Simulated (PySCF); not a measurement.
How methods differ on the excitation energy of Br

Br [Ar] 3d10 4s2 4p5 (2P) → Br [Ar] 3d10 4s1 4p6 (2S), as a difference of total energies. All numbers are calculated (PySCF 2.14, no relativity, point nucleus, in def2-QZVPPD). Correlated levels: valence: [Ar] 3d10 frozen; valence and next inner shell: [Ne] frozen. The calculations carry no spin-orbit coupling.

| method | excitation energy (eV) |
| --- | --- |
| UHF | 14.426 |
| LDA | 11.525 |
| PBE | 11.599 |
| PBE0 | 12.318 |
| r2SCAN | 12.151 |
| LC-wPBE | 12.771 |
| wB97X-V | 12.547 |
| BHandHLYP | 13.021 |
| M06-2X | 12.386 |
| MP2 (valence) | 12.374 |
| SCS-MP2 (valence) | 12.156 |
| MP2 (valence and next inner shell) | 12.208 |
| SCS-MP2 (valence and next inner shell) | 12.011 |

Question: How much does correlation contribute at MP2 (valence and next inner shell)?

Answer: 12.208 − (14.426) = -2.218 eV, measured against UHF.

A first-order spin-orbit estimate (lowest level to lowest level, LS coupling) adds 0.138 eV.

The upper state lies above the first ionisation limit, where it may autoionise and the basis confines it.
